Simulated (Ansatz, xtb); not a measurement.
Relative energy of two isomers of C4H7Cl3

Structure I: `C[C@H](Cl)CC(Cl)Cl`, a singlet. Structure II: `CCCC(Cl)(Cl)Cl`, a singlet. Both are isolated molecules in the gas phase, relaxed with B3LYP/def2-SVP; each stands in its lowest conformer found.

I (Å):

```xyz
14

C    -0.2447   -0.9058   -0.1437
C    -0.0216   -1.8584   -1.3074
C     1.2151   -1.5055   -2.1311
C     1.4477   -2.3800   -3.3547
Cl    0.1357   -3.5696   -0.6681
Cl    0.0953   -2.2267   -4.5394
Cl    3.0139   -1.9552   -4.1304
H    -0.4034    0.1170   -0.5238
H    -1.1301   -1.1999    0.4376
H     0.6251   -0.8950    0.5313
H    -0.9055   -1.8893   -1.9586
H     1.1313   -0.4573   -2.4638
H     2.1114   -1.5781   -1.4939
H     1.5022   -3.4410   -3.0905
```

II (Å):

```xyz
14

C    -0.4680   -2.1567    1.1420
C    -0.5373   -0.8234    0.3954
C     0.4163   -0.7896   -0.8020
C     0.4269    0.5012   -1.6207
Cl    0.9210    1.9074   -0.6068
Cl   -1.1986    0.8349   -2.3252
Cl    1.6086    0.3331   -2.9735
H     0.5456   -2.3510    1.5302
H    -1.1591   -2.1644    1.9991
H    -0.7401   -3.0016    0.4877
H    -1.5656   -0.6414    0.0440
H    -0.2889    0.0043    1.0789
H     0.1739   -1.6016   -1.5073
H     1.4545   -0.9537   -0.4692
```

Quicker runs give these differences E(II) − E(I): GFN2-xTB +1.4 kcal/mol; HF/STO-3G +9.4 kcal/mol (at GFN2-xTB geometries); r2SCAN-D4/def2-SVP +6.9 kcal/mol (at GFN2-xTB geometries).

Estimate E(II) − E(I) at the level CCSD(T)/def2-SVP + ΔMP2/def2-TZVPP.

Calculated at CCSD(T)/def2-SVP + ΔMP2/def2-TZVPP: E(II) − E(I) = +8.0 kcal/mol, so structure I lies lower.

Level by level:

```tsv
level	geometry	E(II) − E(I) (kcal/mol)	departure from the last row (kcal/mol)	job, with rough time for the two
GFN2-xTB	GFN2-xTB	+1.4	−6.6	optimisation, 0.21 s
HF/STO-3G	GFN2-xTB	+9.4	+1.4	single point, 0.5 s
r2SCAN-D4/def2-SVP	GFN2-xTB	+6.9	−1.1	single point, 4.1 s
B3LYP/def2-SVP	B3LYP/def2-SVP	+7.4	−0.6	optimisation, 29 s
HF/def2-SVP	B3LYP/def2-SVP	+11.4	+3.4	part of the CCSD(T) run
MP2/def2-SVP	B3LYP/def2-SVP	+5.7	−2.3	part of the CCSD(T) run
CCSD(T)/def2-SVP	B3LYP/def2-SVP	+6.6	−1.4	single point
CCSD(T)/def2-SVP + ΔMP2/def2-TZVPP	B3LYP/def2-SVP	+8.0		single point, 79 s
```

As drawn, both hold the same kinds of bond in the same numbers.

The levels shown agree on the order. The largest departure from CCSD(T)/def2-SVP + ΔMP2/def2-TZVPP is that of GFN2-xTB, 6.6 kcal/mol. The last row adds to CCSD(T) the change of the MP2 difference between the two basis sets, here +1.4 kcal/mol.

With thermal terms from frequencies at re-optimised GFN2-xTB minima (ideal gas, soft modes damped towards free rotors, one conformer each, 298.15 K, 1 atm): on the last row, ΔE + ΔZPE = +7.9, ΔH = +8.1, ΔG = +7.9 kcal/mol.

The correlated steps freeze 19 core orbitals. Mirror images aren't counted in ΔG. Programs: Ansatz 0.2.0, xtb 6.7.1; the last row on 4 threads of Arm Neoverse V1 on a shared host.
